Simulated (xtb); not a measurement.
iodoethane (C2H5I), singlet, at a GFN2-xTB geometry, atoms displaced at random by about 0.05 Å a coordinate. Base run: GFN1-xTB (xtb 6.7.1).

xtb was given this input:
```
$ xtb mol.xyz --gfn 1 --opt --json

# file mol.xyz
8

C     -2.46038882    -0.39203006    -0.14509407
C     -1.02965368    -0.97469074    -0.44677760
I      0.62288243     0.26498768     0.10500720
H     -2.50732705    -0.09646552     0.80286553
H     -3.25774025    -0.93572869    -0.44065698
H     -2.51042311     0.61979751    -0.73761244
H     -0.92240366    -1.94820620     0.23830632
H     -0.94862940    -1.29396346    -1.49210319
```

Each row names what was changed in the base input (with any setting that the change needs).

```tsv
change	ΔE vs base (kJ/mol)	optimiser steps
base	0.00	9
engine = lbfgs	0.00	-
opt level = lax	0.02	7
opt level = extreme	-0.01	15
engine = inertial	0.02	-
alpb = acetone	-17.11	10
opt level = sloppy	0.02	7
alpb = dmf	-18.54	9
opt level = loose	0.02	7
opt level = tight	0.00	10
```
